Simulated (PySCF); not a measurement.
How methods differ on the ionisation energy of Er⁵⁰⁺

Er⁵⁰⁺ [Ar] → Er⁵¹⁺ [Ne] 3s2 3p5 [3p1/2^2 3p3/2^3, M_J = 3/2], as a difference of total energies. Computed with PySCF 2.14 in an uncontracted even-tempered set (18 s from 13 bohr⁻², ratio 2.4; 14 p from 17 bohr⁻², ratio 2.4; 4 d from 64 bohr⁻², ratio 2.6; 4 f from 97 bohr⁻², ratio 2.6), with the two-component X2C-1e Hamiltonian. Correlated levels: 1s2 frozen; the 54 highest virtual spinors dropped. "Screened" scales the spin-orbit matrix elements by Boettger's factors to mimic the two-electron term; Breit and QED terms are absent.

| method | ionisation energy (eV) |
| --- | --- |
| GHF (spin-free) | 4712.0 |
| GMP2 (spin-free) | 4713.0 |
| GHF (screened spin-orbit) | 4641.7 |
| GMP2 (screened spin-orbit) | 4642.6 |

Breit and QED terms and the two-electron picture change are absent.

The spin-free rows lack the spin-orbit shift.

For comparison: 4639 ± 4 eV (theoretical estimate listed by NIST; NIST Atomic Spectra Database, ionization energies).
